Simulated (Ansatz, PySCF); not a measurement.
Species: H2O, net charge 1, doublet state. SMILES: [OH2+]
Structure (B3LYP-D3(BJ)/def2-TZVP (Ansatz, a program for electronic structure) minimum search):
```xyz
3

O     -0.0919    -0.0271    -0.0646
H     -0.0751    -0.0218     0.9430
H      0.8106     0.2386    -0.4259
```
Charge +1, spin multiplicity 2.

Quantity: vertical ionisation energy (to the triplet state of charge +2; each state is the SCF solution reached for its spin), in eV. Valence correlation only, unless marked. UHF or UKS for open shells. Spin-orbit coupling is left out. No relativistic terms. CBS(X,Y): correlation extrapolated as X^-3; Hartree-Fock from the larger set.

| level | program | vertical ionisation energy (eV) | minus last row |
|---|---|---|---|
| B3LYP/def2-TZVPD | Ansatz | 27.20 | 0.21 |
| RI-MP2/aug-cc-pVTZ | Ansatz | 26.84 | -0.15 |
| RI-MP2/def2-TZVPPD | Ansatz | 26.81 | -0.18 |
| SCS-MP2/def2-QZVPPD | Ansatz | 26.97 | -0.02 |
| CCSD/aug-cc-pVQZ | Ansatz | 26.86 | -0.13 |
| CCSD/CBS(aug-cc-pVTZ,aug-cc-pVQZ) | Ansatz | 26.91 | -0.08 |
| CCSD(T)/CBS(aug-cc-pVTZ,aug-cc-pVQZ) | Ansatz | 26.99 | 0.00 |

For comparison, minus the highest occupied orbital energy (PySCF): 27.73 eV at HF/def2-TZVPD, 20.85 eV at BP86/def2-TZVPD, 23.68 eV at MN15/def2-TZVPD.
